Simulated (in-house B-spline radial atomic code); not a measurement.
**Bi10+: [Xe] 4f14 5d5**

Level of theory: Dirac-Hartree-Fock, average of configuration, Fermi nucleus of rms radius 5.5211 fm; calculated with an all-electron radial atomic-structure program (B-spline basis).

Screening seen three ways: the hydrogenic charge with the same mean radius, Z_r = [3n² - l(l+1)]/(2<r>), the one with the same energy, Z_e = n√(-2ε), and Slater's rules. Values are occupation-weighted means over j. An effective charge above Z reflects the relativistic contraction of the inner shells.

```tsv
shell	electrons	ε (eV)	<r> (bohr)	Z_r	Z_e	Slater
1s	2	-91311	0.01579	94.97	81.92	82.70
2s	2	-16696	0.06575	91.25	70.06	78.85
2p	6	-14470	0.05996	83.39	65.22	78.85
3s	2	-4229.1	0.1707	79.08	52.89	71.75
3p	6	-3573.5	0.1724	72.52	48.62	71.75
3d	10	-2838.5	0.1576	66.64	43.33	61.85
4s	2	-1137.2	0.3765	63.74	36.57	55.25
4p	6	-916	0.3996	57.56	32.82	55.25
4d	10	-639.88	0.4211	49.87	27.43	43.85
4f	14	-343.49	0.4363	41.25	20.10	32.45
5s	2	-338.27	0.8205	45.70	24.93	25.35
5p	6	-268.86	0.9083	40.18	22.23	25.35
5d	5	-184.99	1.073	32.16	18.44	13.60
```

The least bound orbital is 5d5/2 at -183.4 eV, and it is also the most diffuse (<r> = 1.083 bohr).

Spin-orbit splittings of the orbital energies (j = l + 1/2 above j = l - 1/2 when positive): 2p 2323 eV, 3p 526.8 eV, 3d 110.7 eV, 4p 131.6 eV, 4d 24.85 eV, 4f 5.695 eV, 5p 27.71 eV, 5d 3.997 eV.

For the 1s electron the small component carries 10.1 % of the norm, the zero-frequency Breit interaction raises the level by 358 eV, self-energy by 233.5 eV, and vacuum polarisation lowers it by 50.59 eV.

The density falls to 0.001 bohr⁻³ at 2.362 bohr; Σ<r²> = 20.737 bohr² gives, by the non-relativistic formula and without the paramagnetism of open shells, a Langevin diamagnetic susceptibility of -16.42×10⁻⁶ cm³/mol.
